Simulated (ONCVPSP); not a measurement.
## Ge: one change to an ONCV potential, before and after

germanium (Ge), optimised norm-conserving Vanderbilt (ONCV), made with ONCVPSP 4.0.1 (LDA (Perdew-Wang 92), scalar-relativistic). Core [Ar] 3d10, reference 4s2 4p1.75 (charge +0.25). Waves: 4s: rc 1.85 bohr, ncon 3, nbas 6, qcut 4.5 1/bohr, local; 4p: rc 2.10 bohr, ncon 3, nbas 8, qcut 4 1/bohr, 3 projectors, debl 1.1 Ha. Local part: the s channel. Core correction: none.

All-electron outer shells of the reference configuration (LDA (PZ), scalar-relativistic, ld1.x):

```json
{"shell": "3p", "level (eV)": "-117.44", "outermost node (bohr)": "0.23", "outermost maximum (bohr)": "0.54"}
{"shell": "3d", "level (eV)": "-31.61", "outermost node (bohr)": "–", "outermost maximum (bohr)": "0.50"}
{"shell": "4s", "level (eV)": "-13.84", "outermost node (bohr)": "0.77", "outermost maximum (bohr)": "1.73"}
{"shell": "4p", "level (eV)": "-5.76", "outermost node (bohr)": "0.82", "outermost maximum (bohr)": "2.16"}
```

Change: core correction Teter function, fcfact 2.75, rcfact 1.3.

Cutoffs: the cutoffs (Ha) at which the residual kinetic energy of the hardest occupied pseudo-wave falls to 1 and 0.1 mHa per electron; they do not see the model core or the augmentation charge, which bear on the density cutoff. Errors are all-electron minus pseudo energies relative to the spin-unpolarised reference configuration.

**Question.** What does the change do?

**Answer.** The potential gets neither clearly harder nor softer (8.1 Ha and 11 Ha → 8.1 Ha and 11 Ha); of the 4 tests that both files solve, the error grows in 0 and shrinks in 3 by more than 15 % and 0.3 meV (median size 7.1 → 1.1 meV); neither file shows a bound ghost. Exchange and correlation are not linear in the density, so unscreening with the valence charge alone errs where core and valence overlap; a model core restores that term. A model core, the more so a compact one, raises the density cutoff, which this test does not measure.

| quantity | base | changed |
| --- | --- | --- |
| cutoff, loose | 8.1 Ha | 8.1 Ha |
| cutoff, tight | 11 Ha | 11 Ha |
| bound ghosts | none | none |
| GHOST(+) flags under 300 eV | none | none |
| error for 4s2 4p2, meV [ΔE -1.22 eV] | +0.2 | +0.1 |
| error for 4s2 4p1, meV [ΔE 6.41 eV] | +2.3 | -0.4 |
| error for 4s2 4p0, meV [ΔE 22.12 eV] | +28 | -4.7 |
| error for 4s1 4p3, meV [ΔE 6.82 eV] | +12 | +1.8 |
| s: phases at 1.87 bohr within 0.05 rad from the reference energy up to (Ha; the scan ends near 5) | 2.2 | 2.2 |
| p: phases at 2.13 bohr within 0.05 rad from the reference energy up to (Ha; the scan ends near 5) | to the end of the scan | to the end of the scan |
